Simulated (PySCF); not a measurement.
Deuteron quadrupole couplings in `C#CP(CC=C)C(=O)OC`

C7H9O2P.
SMILES with atom numbers: `[CH:1]#[C:2][P:3]([CH2:4][CH:5]=[CH2:6])[C:7](=[O:8])[O:9][CH3:10]` (hydrogens: H11 on C1; H12, H13 on C4; H14 on C5; H15, H16 on C6; H17, H18, H19 on C10)

Cartesian coordinates in Å at the GFN2-xTB level; atoms count from 1:
```
atom  x, y, z in Å
C1     0.306    0.032    2.765
C2     0.118   -0.257    1.613
P3    -0.205   -0.795   -0.035
C4    -1.368    0.583   -0.547
C5    -2.665    0.466    0.175
C6    -3.813    0.163   -0.403
C7     1.336   -0.039   -0.748
O8     1.370    0.781   -1.625
O9     2.388   -0.605   -0.171
C10    3.674   -0.184   -0.615
H11    0.480    0.314    3.762
H12   -0.880    1.537   -0.326
H13   -1.508    0.497   -1.627
H14   -2.615    0.637    1.243
H15   -3.882   -0.012   -1.464
H16   -4.730    0.086    0.156
H17    4.396   -0.778   -0.060
H18    3.775   -0.356   -1.688
H19    3.812    0.879   -0.410
```

Level: PBE0/pcSseg-1 (PySCF, non-relativistic); Q(2H) = 0.00286 b; rigid geometry, the same for H and D, with no vibrational averaging.

Question: Rank these positions by the coupling χzz of a deuteron there, largest first.
A. H18 (methyl hydrogen)
B. H14 (vinylic hydrogen)
C. H16 (vinylic hydrogen)
D. H13 (methylene hydrogen)
E. H11 (alkyne hydrogen)

Answer: E (263 kHz), C (228 kHz), B (215 kHz), D (203 kHz), A (199 kHz).

What are Vzz, η and χzz (234.96 MHz × Q × Vzz) at all hydrogens?

| atom | bonded to | bond length (Å) | Vzz (au) | η | χzz (kHz) |
| --- | --- | --- | --- | --- | --- |
| H11 | C1 | 1.051 | 0.3907 | 0.02 | 263 |
| H12 | C4 | 1.094 | 0.2984 | 0.02 | 201 |
| H13 | C4 | 1.093 | 0.3022 | 0.03 | 203 |
| H14 | C5 | 1.083 | 0.3203 | 0.06 | 215 |
| H15 | C6 | 1.078 | 0.3354 | 0.06 | 225 |
| H16 | C6 | 1.076 | 0.3386 | 0.05 | 228 |
| H17 | C10 | 1.087 | 0.3066 | 0.08 | 206 |
| H18 | C10 | 1.092 | 0.2955 | 0.10 | 199 |
| H19 | C10 | 1.092 | 0.2960 | 0.10 | 199 |

How does χzz go with the bond length over the 9 C–H bonds?

A straight-line fit has a slope of -15.2 kHz for each 0.01 Å, with a correlation coefficient of -0.99, over lengths from 1.051 to 1.094 Å. The longer bonds have the smaller couplings here.

Geometry: GFN2-xTB, one conformer, isolated molecule. GFN2-xTB bond lengths can be off by several hundredths of an ångström, more for odd bonds, and the gradients follow them. A larger basis could move these couplings by a tenth or more.
